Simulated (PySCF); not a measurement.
Delta-SCF ions had no search for a lower state. Excitations are Tamm–Dancoff values on a coarser integration grid. The basis has no diffuse functions, so Rydberg states are missing or too high.

# silicene flake of 2 rings (naphthalene shape) `[siH]1[siH][siH][si]2[siH][siH][siH][siH][si]2[siH]1` (charge 0, multiplicity 1)

Calculation: PBE0-D3(BJ)/def2-SVP // PBE-D3(BJ)/def2-SVP run with PySCF.

| Quantity | Value |
|---|---|
| HOMO | -5.63 eV |
| dipole moment | 0.00 D |
| LUMO | -3.17 eV |
| HOMO–LUMO gap | 2.45 eV |
| S1 excitation (TDA) | 2.02 eV |
| S1 oscillator strength | 0.000 |
| brightest of the four lowest singlets (TDA) | 2.08 eV |
| T1 excitation (TDA) | 1.06 eV |
| S1–T1 gap (TDA) | 0.96 eV |
| vertical ionisation energy (Delta-SCF) | 6.78 eV |
| vertical electron affinity (Delta-SCF) | 2.02 eV |
| total energy | -2897.5689 Ha |
| cost | around 21 core-minutes (rough) |

Bond lengths (Å): Si1–Si2 2.258, Si1–Si10 2.232, Si1–H11 1.508, Si2–Si3 2.232, Si2–H12 1.508, Si3–Si4 2.268, Si3–H13 1.508, Si4–Si5 2.268, Si4–Si9 2.284, Si5–Si6 2.232, Si5–H14 1.508, Si6–Si7 2.258, Si6–H15 1.508, Si7–Si8 2.232, Si7–H16 1.508, Si8–Si9 2.268, Si8–H17 1.508, Si9–Si10 2.268, Si10–H18 1.508. Bond angles (°): Si2–Si1–Si10 116.4, Si2–Si1–H11 116.3, Si10–Si1–H11 117.3, Si1–Si2–Si3 116.4, Si1–Si2–H12 116.3, Si3–Si2–H12 117.3, Si2–Si3–Si4 116.1, Si2–Si3–H13 116.4, Si4–Si3–H13 115.4, Si3–Si4–Si5 116.6, Si3–Si4–Si9 115.2, Si5–Si4–Si9 115.2, Si4–Si5–Si6 116.1, Si4–Si5–H14 115.4, Si6–Si5–H14 116.4, Si5–Si6–Si7 116.4, Si5–Si6–H15 117.3, Si7–Si6–H15 116.3, Si6–Si7–Si8 116.4, Si6–Si7–H16 116.3, Si8–Si7–H16 117.3, Si7–Si8–Si9 116.1, Si7–Si8–H17 116.4, Si9–Si8–H17 115.4, Si4–Si9–Si8 115.2, Si4–Si9–Si10 115.3, Si8–Si9–Si10 116.6, Si1–Si10–Si9 116.1, Si1–Si10–H18 116.4, Si9–Si10–H18 115.4.
Charge 0, spin multiplicity 1.
